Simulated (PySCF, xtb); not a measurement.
FH6NOSi2, SMILES N([SiH2]F)[SiH2]O.

xtb with GFN2-xTB at its own geometry gives an orbital gap of 5.68 eV and a dipole moment of 1.42 D.

Geometry optimised at B3LYP-D3(BJ)/def2-SVP. The structure was generated by enumeration, and PubChem lists no compound with its InChIKey, so it may never have been made. One conformer was computed; it need not be the lowest.

Task: What does PBE/def2-TZVP (PySCF) give? (An estimate is asked for; the answer gives what the named calculation found.)

Result: gap 6.34 eV (levels -6.94 and -0.60 eV), dipole 0.80 D.
